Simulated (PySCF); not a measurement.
## Worked example: dipole moment from atomic charges

F₃H₃Si₂, SMILES F[Si](F)(F)[SiH3]. Atoms are numbered in the order given.

```xyz
8

F      1.2917     0.7458    -1.0257
Si     0.0000     0.0000    -0.4265
F     -1.2917     0.7458    -1.0257
F      0.0000    -1.4916    -1.0257
Si     0.0000     0.0000     1.8961
H      0.0000     1.4129     2.3730
H      1.2236    -0.7065     2.3730
H     -1.2236    -0.7065     2.3730
```

Coordinates come from a PBE0-D3(BJ)/def2-SVP optimisation.

Charges (e) from PySCF with CAM-B3LYP/def2-TZVP:

| atom | ESP fit | IAO |
|---|---|---|
| F1 | -0.261 | -0.528 |
| Si2 | 0.781 | 1.583 |
| F3 | -0.261 | -0.528 |
| F4 | -0.261 | -0.528 |
| Si5 | -0.035 | 0.289 |
| H6 | 0.012 | -0.096 |
| H7 | 0.013 | -0.096 |
| H8 | 0.013 | -0.096 |

The dipole moment of the full density is 2.34 D.

Task: What dipole moment does each set of point charges give, and which comes closer to that of the density?

Result: 
μ = Σ q r, and 1 e Å = 4.8032 D.
ESP fit: Σ q r = (0.000, -0.001, 0.494) e Å, |μ| = 2.37 D.
IAO: Σ q r = (0.000, 0.000, 0.814) e Å, |μ| = 3.91 D.
ESP fit comes closer in size. Point charges leave out the atoms' own dipoles (lone pairs, polarised bonds); fits to the potential absorb them, partitions of the density don't.
